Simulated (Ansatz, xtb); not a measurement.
# Two isomers of C6H7ClF+

Structure a is `C[C@]1(F)C=C(Cl)[CH+]C1`, a singlet and structure b is `C[C@]1(Cl)C[CH+]C=C1F`, a singlet. Both are isolated ions in the gas phase, relaxed with PBE-D3(BJ)/def2-SVP; the shapes shown needn't be the lowest conformers.

a (Å):

```xyz
15

C     0.2449   -1.2188   -0.8030
C    -0.1981    0.2591   -0.9333
C     0.9487    1.1046   -1.3838
C     1.4665    1.8620   -0.3261
C     0.6188    1.6829    0.7920
C    -0.5544    0.8724    0.4599
Cl    2.8611    2.8318   -0.3578
F    -1.2354    0.3318   -1.8308
H     0.5851   -1.5884   -1.7881
H    -0.6466   -1.7974   -0.4907
H     1.0522   -1.3530   -0.0587
H     1.3306    1.0986   -2.4183
H     0.8384    2.0893    1.7945
H    -1.4362    1.5422    0.3001
H    -0.8560    0.1722    1.2678
```

b (Å):

```xyz
15

C    -2.2380   -0.3173    1.3903
C    -1.1050    0.6908    1.2733
C    -0.5719    0.9876   -0.1475
C     0.8973    0.8102   -0.0546
C     1.3234    0.4409    1.2111
C     0.1605    0.3267    1.9975
Cl   -1.5328    2.2561    2.1270
F     0.1442   -0.0731    3.2192
H    -1.9539   -1.2758    0.9089
H    -3.1354    0.0828    0.8806
H    -2.4849   -0.5044    2.4522
H    -0.9970    0.3023   -0.9179
H    -0.8299    2.0104   -0.5028
H     1.5731    0.9560   -0.9142
H     2.3506    0.2518    1.5514
```

Quicker runs give these differences E(b) − E(a): GFN2-xTB −9.7 kcal/mol; HF/STO-3G −17.6 kcal/mol (at GFN2-xTB geometries); r2SCAN-D4/def2-SVP −11.5 kcal/mol (at GFN2-xTB geometries).

Task: Estimate E(b) − E(a) at the level CCSD(T)/def2-SVP + ΔMP2/def2-TZVPP.

Result: Calculated at CCSD(T)/def2-SVP + ΔMP2/def2-TZVPP: E(b) − E(a) = −11.8 kcal/mol, so structure b lies lower.

How the difference moves with the method:

| level | geometry | E(b) − E(a) (kcal/mol) | departure from the last row (kcal/mol) | job, with rough time for the two |
| --- | --- | --- | --- | --- |
| GFN2-xTB | GFN2-xTB | −9.7 | +2.1 | optimisation, 0.18 s |
| HF/STO-3G | GFN2-xTB | −17.6 | −5.7 | single point, 0.42 s |
| r2SCAN-D4/def2-SVP | GFN2-xTB | −11.5 | +0.3 | single point, 4.4 s |
| PBE-D3(BJ)/def2-SVP | PBE-D3(BJ)/def2-SVP | −14.0 | −2.1 | optimisation, 29 s |
| HF/def2-SVP | PBE-D3(BJ)/def2-SVP | −12.8 | −1.0 | part of the CCSD(T) run |
| MP2/def2-SVP | PBE-D3(BJ)/def2-SVP | −14.9 | −3.1 | part of the CCSD(T) run |
| CCSD(T)/def2-SVP | PBE-D3(BJ)/def2-SVP | −13.6 | −1.8 | single point |
| CCSD(T)/def2-SVP + ΔMP2/def2-TZVPP | PBE-D3(BJ)/def2-SVP | −11.8 |  | single point, 1.9 min |

As drawn, both hold the same kinds of bond in the same numbers.

None of the levels shown reverses the order. The largest departure from CCSD(T)/def2-SVP + ΔMP2/def2-TZVPP is that of HF/STO-3G, 5.7 kcal/mol. The last row adds to CCSD(T) the change of the MP2 difference between the two basis sets, here +1.8 kcal/mol.

With thermal terms from frequencies at re-optimised GFN2-xTB minima (ideal gas, soft modes damped towards free rotors, one conformer each, 298.15 K, 1 atm): the zero-point term adds +1.2 kcal/mol; ΔH is −10.6 and ΔG −10.5 kcal/mol.

The correlated steps freeze 12 core orbitals. Programs: Ansatz 0.2.0, xtb 6.7.1; the last row on 4 threads of Arm Neoverse V2 on a shared host.
